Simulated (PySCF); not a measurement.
Molecule: `B(C#C)C#CC`, C$_{5}$H$_{5}$B.

Numbering as in the mapped SMILES `[CH:1]#[C:2][BH:3][C:4]#[C:5][CH3:6]` (H(Xn): hydrogen on atom n).

Spin–spin couplings on one PBE0-D3(BJ)/def2-SVP geometry, PySCF 2.14.0 with density-fitted response routines, gas phase, non-relativistic, equivalent pairs averaged (spin–dipole term only in couplings to heteroatoms); isotopes ¹³C, ¹H, ¹¹B; functional B3LYP.

Task: How do the couplings (Hz) change with the basis set? Times are CPU seconds on 1 thread of an Arm Neoverse V1, shared host. Far from the basis limit: pcJ-0, 6-31G*, def2-TZVP, cc-pVTZ.

Result: 
```tsv
basis set	functions	¹J(C1,H(C1))	¹J(B3,H(B3))	¹J(C4,C5)	¹J(C1,C2)	¹J(C6,H(C6))	¹J(B3,C4)	¹J(C2,B3)	core-s
pcJ-0	93	250.7	137.3	133.5	133.1	119.7	88.1	84.6	7.1
6-31G*	94	234.0	151.0	149.0	146.8	151.5	123.5	115.4	6.6
pcJ-1	212	264.6	145.8	162.9	162.2	138.8	106.8	102.5	27
def2-TZVP	216	249.6	139.0	157.7	157.8	130.8	110.4	105.9	25
cc-pVTZ	250	250.8	138.8	251.1	242.6	121.0	91.0	90.1	30
```

The Fermi-contact term samples the wavefunction at the nucleus, which is why sets with added tight s functions (names with J) are made for couplings.
